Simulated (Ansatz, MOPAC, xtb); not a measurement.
Two conformers of propylene glycol (SMILES CC(O)CO), B3LYP-D3(BJ)/def2-TZVP minima.
Conformer 1 (charge 0, multiplicity 1):
```
atom    x (Å)    y (Å)    z (Å)
----  -------  -------  -------
C     -1.4751  -0.3656  -0.2258
C     -0.1430   0.3647  -0.2616
O      0.1649   0.9642   1.0068
C      1.0224  -0.5650  -0.5518
O      2.2547   0.1295  -0.5943
H     -2.2906   0.3233   0.0044
H     -1.4624  -1.1450   0.5379
H     -1.6915  -0.8256  -1.1925
H     -0.1587   1.1434  -1.0341
H     -0.4387   1.6967   1.1653
H      1.0403  -1.3555   0.2110
H      0.8872  -1.0348  -1.5270
H      2.2905   0.6697   0.2054
```
Conformer 2 (charge 0, multiplicity 1):
```xyz
13

C     -1.3280     0.3427     0.3126
C     -0.1613    -0.1016    -0.5518
O     -0.4090    -1.3581    -1.1835
C      1.1538    -0.1693     0.2262
O      1.5423     1.0858     0.7720
H     -1.5038    -0.3821     1.1143
H     -2.2377     0.4268    -0.2824
H     -1.1154     1.3051     0.7785
H     -0.0344     0.6017    -1.3814
H     -0.6927    -1.9868    -0.5095
H      1.0392    -0.8433     1.0797
H      1.9293    -0.5835    -0.4262
H      1.8178     1.6625     0.0515
```

No zero-point or thermal terms.

The state that AM1, PM7 reach isn't checked; PM7 holds dispersion and hydrogen-bond terms.

Codes used: Ansatz (Gaussian orbitals); MOPAC for AM1, PM7 (differences of heats of formation); xtb for the GFN methods. Each number belongs to the level named beside it.

### Question
One of these levels gives -0.5 kJ/mol for the electronic energy of conformer 2 less that of conformer 1. Which one is it?
A) AM1
B) GFN2-xTB
C) HF/cc-pVDZ
D) PM7

### Answer
B, GFN2-xTB. The others give 3.0 (AM1), 1.2 (PM7), 9.9 (HF/cc-pVDZ)

Ansatz is a quantum-chemistry and plane-wave program.
